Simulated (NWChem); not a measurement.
System: TlCl; SMILES [Tl][Cl]

```xyz
2

Tl     0.0000     0.0000    -0.4220
Cl     0.0000     0.0000     2.1145
```
Atoms are numbered in this order, from 1.

All runs use the structure optimised with PBE-D3(BJ)/def2-SVP. def2 effective core potentials on Tl; no spin-orbit coupling.

**Question.** List the 6 lowest vertical singlet excitations and the 6 lowest triplet ones from LDA (Slater exchange, VWN5)/def2-SVP with def2 effective core potentials on Tl, TDA (NWChem).

**Answer.** 
```
state  energy (eV)  oscillator strength  leading excitation (squared amplitude)
-----  -----------  -------------------  --------------------------------------
S1            3.87                0.000                    HOMO−1 → LUMO (0.47)
S2            3.98                0.000                  HOMO−1 → LUMO+1 (0.50)
S3            3.98                0.000                    HOMO−1 → LUMO (0.50)
S4            4.17                0.027                    HOMO−2 → LUMO (0.98)
S5            4.17                0.027                  HOMO−2 → LUMO+1 (0.98)
S6            4.77                0.022                  HOMO−1 → LUMO+1 (0.37)
T1            3.67       spin-forbidden                  HOMO−1 → LUMO+1 (0.47)
T2            3.73       spin-forbidden                    HOMO−2 → LUMO (1.00)
T3            3.73       spin-forbidden                  HOMO−2 → LUMO+1 (1.00)
T4            3.77       spin-forbidden                  HOMO−1 → LUMO+1 (0.50)
T5            3.77       spin-forbidden                    HOMO−1 → LUMO (0.50)
T6            3.87       spin-forbidden                    HOMO−1 → LUMO (0.47)
```
